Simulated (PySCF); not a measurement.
# EPR parameters of C4H10OPSi

Compound: C₄H₁₀OPSi (doublet state).
Structure used (GFN2-xTB), in Å, numbered top down from 1:
```xyz
17
C4H10OPSi angstrom
P      2.8261   -1.1061   -0.6473
Si     1.0489   -0.2667    0.4138
C     -0.5507   -1.2454    0.0753
C     -1.7224   -0.2411    0.2018
C     -1.5011    0.9431   -0.6513
C     -0.4015    1.8601   -0.3047
O      0.8634    1.1859   -0.2754
H      3.7337   -0.3386    0.0551
H      2.9525   -2.1681    0.2276
H      1.1817   -0.1194    1.8778
H     -0.7162   -2.0770    0.7584
H     -0.5469   -1.6539   -0.9363
H     -1.7800    0.0662    1.2511
H     -2.6582   -0.7364   -0.0665
H     -1.8896    0.9495   -1.6548
H     -0.5504    2.2908    0.6954
H     -0.2964    2.6693   -1.0300
```

The hyperfine couplings belong to this conformer and change with its torsions.

Identity: `P[Si@@H]1CC[CH]CO1` [radical].

Computed, not measured: UKS B3LYP, pcH-1 on C H O P Si, non-relativistic, mean-field spin-orbit, GIAO in PySCF. The structure is a single GFN2-xTB conformer in the gas phase; no vibrational or solvent corrections. Couplings are sensitive to structure, and on GFN2-xTB geometries they can be far from those on DFT ones. No stability test was run, so a lower SCF solution isn't excluded.

- g1, g2, g3: 2.00223, 2.00231, 2.00301
- g_iso: 2.00252
- Form of g: close to axial: the two nearest values differ by 10 % of g3 − g1
- ⟨S²⟩: 0.7537 (exact 0.7500)

Isotropic coupling and dipolar principal values T1 to T3, in mT; ρ(0) is the spin density at the nucleus (MHz turned into mT with g_iso):

```
atom  isotope  a_iso  of which spin–orbit     T1     T2    T3  Mulliken spin population  ρ(0) (bohr⁻³)
  P1      31P   0.35                 0.00  -0.05  -0.05  0.10                      0.00         0.0054
 Si2     29Si   0.18                 0.00  -0.03   0.01  0.02                     -0.01        -0.0056
  C3      13C   2.24                 0.00  -0.23  -0.21  0.44                      0.05         0.0559
  C4      13C  -1.05                 0.00  -0.08   0.00  0.08                     -0.07        -0.0262
  C5      13C   3.92                 0.00  -2.80  -2.79  5.60                      1.01         0.0978
  C6      13C  -0.61                 0.00  -0.07  -0.03  0.09                     -0.05        -0.0152
  O7      17O  -1.06                 0.00  -0.73   0.36  0.37                      0.05         0.0492
  H8       1H  -0.01                 0.00  -0.02  -0.02  0.04                      0.00         0.0000
  H9       1H   0.02                 0.00  -0.02  -0.02  0.04                      0.00         0.0001
 H10       1H   0.02                 0.00  -0.05  -0.04  0.09                      0.00         0.0001
 H11       1H   0.41                 0.00  -0.14  -0.06  0.19                      0.01         0.0026
 H12       1H  -0.14                 0.00  -0.18  -0.08  0.26                      0.00        -0.0009
 H13       1H   1.83                 0.00  -0.17  -0.17  0.33                      0.02         0.0115
 H14       1H   0.63                 0.00  -0.18  -0.15  0.33                      0.01         0.0039
 H15       1H  -1.97                 0.00  -1.34  -0.02  1.36                     -0.04        -0.0124
 H16       1H   1.89                 0.00  -0.23  -0.11  0.35                      0.02         0.0118
 H17       1H   0.05                 0.00  -0.21  -0.13  0.35                      0.00         0.0003
```

Largest spin populations (Mulliken): C5 (+1.01) and C4 (-0.07). C5 is the only atom above +0.15. The positive populations add up to 1.17 and the negative ones to -0.17, together 2S = 1. The angles at C5 add up to 356.7°, so it is nearly planar; its axial dipolar tensor and the negative coupling of its proton fit spin in a p orbital normal to that plane.

Under fast tumbling the dipolar parts average out, and these isotropic splittings remain (the largest six): 1 × 1H (H15, I = 1/2, 2 lines) with 1.97 mT, 1 × 1H (H16, I = 1/2, 2 lines) with 1.89 mT, 1 × 1H (H13, I = 1/2, 2 lines) with 1.83 mT, 1 × 1H (H14, I = 1/2, 2 lines) with 0.63 mT, 1 × 1H (H11, I = 1/2, 2 lines) with 0.41 mT and 1 × 31P (P1, I = 1/2, 2 lines) with 0.35 mT.

The 13C coupling of C5 (109.8 MHz) shows only in satellite lines or after enrichment, since that isotope makes up about 1.07 % of natural carbon.

The 17O coupling of O7 (-29.8 MHz) shows only in satellite lines or after enrichment, since that isotope makes up about 0.038 % of natural oxygen.
